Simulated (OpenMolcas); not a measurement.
## Tc3+ in a point-charge field

Tc3+ among 4 point charges of -2 e arranged as a tetrahedron (Td), 2.02 Å from the ion.
```
   1.1662    1.1662    1.1662  -2.00
   1.1662   -1.1662   -1.1662  -2.00
  -1.1662    1.1662   -1.1662  -2.00
  -1.1662   -1.1662    1.1662  -2.00
```

- Program: OpenMolcas
- Method: CASSCF
- Basis: ANO-RCC-VDZP [6s5p3d1f]
- Scalar Hamiltonian: DKH2, point nucleus
- Active space: 4 electrons in 5 orbitals (4d)
- State averaging: 2S+1 = 5 even, 5 roots; 2S+1 = 3 even, 45 roots; 2S+1 = 1 even, 50 roots
- Spin-orbit coupling: RASSI with atomic mean-field integrals over the reference wave functions

The lowest spin-free states (labels of Td), above the lowest:

```tsv
State	Degeneracy	E (cm-1)	Free-ion L (%)
5T2	3	0.0	D (100)
5E	2	3592	D (100)
3T1	3	14952	H (65)
3T2	3	16481	H (80)
3T1	3	17928	H (67)
3E	2	19261	H (82)
3T2	3	19794	G (69)
1A1	1	20092	I (49)
3T1	3	20354	P (62)
3T1	3	22164	H (38)
3T2	3	22349	F (69)
3A2	1	22688	F (100)
1T1	3	22746	I (68)
3E	2	23014	G (81)
3A1	1	25120	G (100)
1T2	3	25185	I (96)
3T1	3	25737	G (52)
1E	2	26575	G (63)
1A1	1	27263	I (48)
3T2	3	27635	D (94)
```

The lowest levels with spin-orbit coupling:

| E (cm-1) | Degeneracy | Label | 2S+1 |
| --- | --- | --- | --- |
| 0.0 | 1 | A1 | 5 |
| 221.1 | 3 | T1 | 5 |
| 451.5 | 3 | T2 | 5 |
| 973.7 | 2 | E | 5 |
| 1129 | 3 | T1 | 5 |
| 1582 | 3 | T2 | 5 |
| 4563 | 1 | A2 | 5 |
| 4636 | 3 | T2 | 5 |
| 4702 | 2 | E | 5 |
| 4747 | 3 | T1 | 5 |
| 4791 | 1 | A1 | 5 |
| 14412 | 1 | A1 | 3 |
| 15566 | 3 | T1 | 3 |
| 15843 | 2 | E | 3 |
| 16138 | 3 | T2 | 3 |
| 17055 | 3 | T1 | 3 |
| 17401 | 1 | A2 | 3 |
| 17452 | 3 | T2 | 3 |
| 17544 | 2 | E | 3 |
| 18440 | 3 | T1 | 3 |

Powder χT (cm3 K/mol): 0.0151 at 2 K, 0.0754 at 10 K, 0.377 at 50 K, 0.728 at 100 K, 1.16 at 200 K, 1.41 at 300 K. The effective moment at 300 K is 2.828 √(χT) = 3.35 μB.

The lowest level has 2S+1 = 5, for which the spin-only value is χT = S(S+1) / 2 = 3.000 cm3 K/mol (g = 2). The computed 1.405 at 300 K differs by -1.595, through orbital momentum, spin-orbit coupling and any other state in reach. With a threefold ground state the orbital momentum is unquenched, so the spin-only value is not expected to hold.

A least-squares ligand-field fit to the states below 45000 cm-1, each weighted by its degeneracy and with a free common offset, gives 10Dq = -3698 cm-1 (negative for this site), B = 824 cm-1 and C = 3416 cm-1 (C/B = 4.15), with an rms deviation of 126 cm-1.

An orbital triplet at a regular site is open to Jahn-Teller coupling, which can distort the site and quench the lowest spin-orbit gaps and is left out. Without dynamic correlation the repulsion within the d shell is too large (B by tens of per cent), so at a given field states of lower spin stand too high. Point charges give a weaker field than real ligands, and real ions of this kind are as a rule low spin; the high spin found here belongs to the model. The ground term spreads over less than 5000 cm-1, several times less than with real ligands, so orbital moments are less quenched and χT lies further from the spin-only value than at real sites. Point charges carry no covalency, so the field is a model and not that of real ligands. No measured value stands beside these numbers.

The RASSCF and RASSI steps took 24 s on 1 thread of Arm Neoverse V1 (shared host); the integral step is not counted.
